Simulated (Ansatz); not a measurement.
```yaml
crystal:
  periodic: [false, false, false]
  atoms:
    - {symbol: C, position_ang: [-0.138884, 0.098743, -0.304454]}
    - {symbol: B, position_ang: [-0.188884, 0.048743, -0.604454]}
    - {symbol: Ge, position_ang: [0.749612, -1.236872, 0.873515]}
    - {symbol: H, position_ang: [-1.273367, 0.854923, -2.158516]}
    - {symbol: H, position_ang: [-0.188107, 1.731329, -0.943129]}
    - {symbol: H, position_ang: [-1.497411, 1.485507, -0.159895]}
    - {symbol: H, position_ang: [2.276541, -1.151819, 0.513029]}
    - {symbol: H, position_ang: [-0.142647, -2.459323, 1.125551]}
    - {symbol: H, position_ang: [0.479448, -0.513988, 2.128790]}
basis:
  gaussian: {orbitals: x2c-TZVPPall}
magnetization: {spin_polarized: true, initial_magnetization: 1}
hamiltonian: {xc: {name: HF}}
correlation: {method: mp2}
output: {forces: true}
```

```sh
$ ansatz run in.yaml --threads 4 --pin off --events-out ev --progress --plain --max-ram 10444MiB
```

It prints (some lines left out):

```
Functional definition: HF
1146 factors; integrals over basis functions are off by at most 1.2e-3 eV
mean field evaluation 1: about -58490.7156 eV, gradient 6.3e1 eV
mean field evaluation 2: about -58490.7364 eV, gradient 6.3e1 eV
mean field evaluation 4: about -58509.0674 eV, gradient 4.1e0 eV
mean field evaluation 8: about -58509.5023 eV, gradient 5.7e-1 eV
mean field evaluation 16: about -58510.5930 eV, gradient 2.0e-1 eV
mean field evaluation 32: about -58510.3936 eV, gradient 2.2e0 eV
mean field evaluation 128: about -58509.5014 eV, gradient 1.5e-1 eV
mean field -58510.59421891 eV, -2150.2246776397 hartree, gradient 2.6e-6 eV, S^2 1.846485; 12 other end points of the search recorded, 0 dependent functions left out
11 core orbitals not correlated: weight in the atoms' cores, before any rotation towards them, 0.992 or more for the frozen orbitals, at most 0.004 for the correlated occupied ones
reference -58510.59421891 eV, -2150.2246776397 hartree; 14, 13 occupied and 169, 170 virtual orbitals, 1146 factors
second order -12.54683430 eV of doubles, -0.00000000 eV of singles
Total energy: -58523.14105321 eV, -2150.6857652958 hartree
Relativity: scalar
Atom 0 at    -0.138884     0.098743    -0.304454 Å, force   407.165952   389.079440  2418.367728 eV/Å
Atom 1 at    -0.188884     0.048743    -0.604454 Å, force  -408.584544  -390.344474 -2423.443438 eV/Å
Atom 2 at     0.749612    -1.236872     0.873515 Å, force     1.924468    -1.016070     4.488760 eV/Å
Atom 3 at    -1.273367     0.854923    -2.158516 Å, force     0.503088    -0.889644     0.464235 eV/Å
Atom 4 at    -0.188107     1.731329    -0.943129 Å, force    -1.662627     1.880860     0.264946 eV/Å
Atom 5 at    -1.497411     1.485507    -0.159895 Å, force     0.804812     1.507720    -0.530887 eV/Å
Atom 6 at     2.276541    -1.151819     0.513029 Å, force    -1.207510    -0.484482    -0.014302 eV/Å
Atom 7 at    -0.142647    -2.459323     1.125551 Å, force     0.562537     0.109370    -0.884353 eV/Å
Atom 8 at     0.479448    -0.513988     2.128790 Å, force     0.493824     0.157281     1.287312 eV/Å
Dipole moment:     0.340743    -0.487204     0.345023 e Å
```

(1) What is wrong with this run?

Answers

(1) One atom was put on top of another. Self-consistency was reached. The result belongs to that input, not to the molecule as meant.
